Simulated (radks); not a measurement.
The numbers below are computed, except where a source is named.
Task: Code: a radial shooting solver on a logarithmic mesh with Libxc functionals. Model: non-relativistic Kohn-Sham, BLYP, spin-unpolarised, spherical densities, point nucleus. Each species is in its NIST ground configuration. Rank Ru4+, Mo4+, Tc4+, Nb4+, Zr4+, Pd4+, Rh4+, Cd4+, Ag4+ by mean radius of the outermost orbital (bohr), largest first.

Result: Nb4+ 1.60, Mo4+ 1.51, Tc4+ 1.43, Ru4+ 1.36, Zr4+ 1.32, Rh4+ 1.30, Pd4+ 1.24, Ag4+ 1.19, Cd4+ 1.15.
